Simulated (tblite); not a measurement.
Species: C₅H₁₄O₂Si.
SMILES with atom numbers: `[CH3:1][CH2:2][C@:3]([CH3:4])([CH2:5][OH:6])[O:7][SiH3:8]` (hydrogens: H9, H10, H11 on C1; H12, H13 on C2; H14, H15, H16 on C4; H17, H18 on C5; H19 on O6; H20, H21, H22 on Si8)

Computed with GFN2-xTB (tblite), gas phase: L-BFGS steps from a force-field or distance-geometry start until the largest atomic force falls under 0.01 eV/Å.

Geometry at step 1:
```
atom  x, y, z in Å
C1     -2.2728   -0.1948   -0.6402
C2     -0.7681   -0.3172   -0.8928
C3      0.1513    0.2160    0.2482
C4     -0.0308   -0.5826    1.5544
C5     -0.1525    1.7050    0.5565
O6      0.0067    2.4979   -0.5979
O7      1.5249    0.2162   -0.1932
Si8     2.4419   -1.1107   -0.5165
H9     -2.5641   -0.7258    0.2657
H10    -2.5854    0.8426   -0.5560
H11    -2.8197   -0.6377   -1.4757
H12    -0.5277    0.1989   -1.8273
H13    -0.5560   -1.3721   -1.0643
H14    -1.0136   -0.4066    1.9965
H15     0.0589   -1.6513    1.3880
H16     0.7191   -0.3015    2.2965
H17     0.5447    2.0823    1.3209
H18    -1.1719    1.8424    0.9411
H19     0.8693    2.2513   -0.9619
H20     3.7961   -0.6908   -0.9261
H21     1.8077   -1.8840   -1.6088
H22     2.5317   -1.9584    0.6920
```

Question: What forces act on the atoms?

Answer: 
```csv
atom,Fx (eV/Å),Fy (eV/Å),Fz (eV/Å)
C1,0.016,-0.005,0.054
C2,0.017,0.076,0.185
C3,-0.090,0.075,0.123
C4,0.000,-0.014,-0.032
C5,0.158,0.163,-0.228
O6,-0.093,-0.108,0.072
O7,-0.314,-0.691,0.075
Si8,-0.192,0.014,0.032
H9,0.038,0.057,-0.061
H10,0.067,-0.007,0.002
H11,0.134,0.047,0.088
H12,0.080,0.145,0.208
H13,0.214,-0.075,0.161
H14,0.130,0.134,-0.196
H15,0.068,-0.059,-0.186
H16,-0.026,0.094,-0.223
H17,0.003,-0.273,0.099
H18,0.207,-0.055,-0.279
H19,-0.104,0.062,-0.018
H20,-0.494,0.228,0.154
H21,0.165,0.088,0.185
H22,0.017,0.104,-0.214
```

The largest, 0.76 eV/Å, acts on O7; the rms over all components is 0.168 eV/Å. The forces sum to zero within rounding, as they must for an isolated molecule in no field.

Question: Give the force on O7 in Eh/bohr and in nN.

Answer: 0.763 eV/Å ÷ 51.422 = 0.01483 Eh/bohr, and 0.763 eV/Å × 1.602 = 1.22 nN.

Question: How far is this geometry from the end of the optimisation?

Answer: 0.186 eV above it, and 0.156 Å rms away after alignment. The bonds farthest from their final lengths, with half the difference of the two atoms' forces along the bond (positive lengthens):

| bond | now (Å) | final (Å) | force along bond (eV/Å) |
| --- | --- | --- | --- |
| O7–Si8 | 1.645 | 1.614 | -0.25 |
| C3–O7 | 1.443 | 1.413 | -0.10 |
| C2–C3 | 1.559 | 1.536 | -0.05 |
| Si8–H20 | 1.476 | 1.455 | -0.13 |
| C3–C4 | 1.542 | 1.526 | -0.05 |
| Si8–H21 | 1.481 | 1.466 | -0.15 |

The angle farthest from its final value is O7–Si8–H20, 109.7° against 98.6°.

Of the 6 listed bonds off by 0.010 Å or more, this force points towards the final length in 6.

The cost below is that of the whole relaxation. Hardware: one thread, Arm Neoverse N1 (aarch64), shared host with 64 logical CPUs at a one-minute load of 63. Cost: 1.6 s.
